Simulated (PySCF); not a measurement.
H₂, SMILES [H][H].

Coordinates come from a PBE0-D3(BJ)/def2-TZVPD optimisation.

All values below come from TDDFT-PBE0/def2-TZVPD (PySCF).

Vertical excitations; the highest root listed may be one member of a degenerate set. Gas-phase values at a fixed geometry. State labels are in the subgroup D2h.

Computed excitation energies, oscillator strengths and character:
```
state  symmetry  energy (eV)  λ (nm)      f                    main pairs
-----  --------  -----------  ------  -----  ----------------------------
S1          B1u        12.38     100  0.348                HOMO→LUMO 99 %
S2          B2u        13.65      91  0.366  HOMO→LUMO+1 (degenerate set)
S3          B3u        13.65      91  0.366  HOMO→LUMO+2 (degenerate set)
S4           Ag        15.35      81  0.000              HOMO→LUMO+3 97 %
S5          B2g        16.99      73  0.000  HOMO→LUMO+4 (degenerate set)
S6          B3g        16.99      73  0.000  HOMO→LUMO+5 (degenerate set)
S7          B1u        18.60      67  0.236              HOMO→LUMO+6 99 %
S8           Ag        19.47      64  0.000              HOMO→LUMO+7 97 %
S9          B1u        30.99      40  0.075              HOMO→LUMO+8 99 %
S10         B2u        46.84      26  0.348             HOMO→LUMO+9 100 %
T1          B1u        10.14     122      0                HOMO→LUMO 93 %
T2          B3u        12.52      99      0  HOMO→LUMO+2 (degenerate set)
T3          B2u        12.52      99      0  HOMO→LUMO+1 (degenerate set)
T4           Ag        13.70      91      0              HOMO→LUMO+3 98 %
```
Triplets are in the Tamm–Dancoff approximation, which puts them higher than full response would, so one can lie above its singlet here.
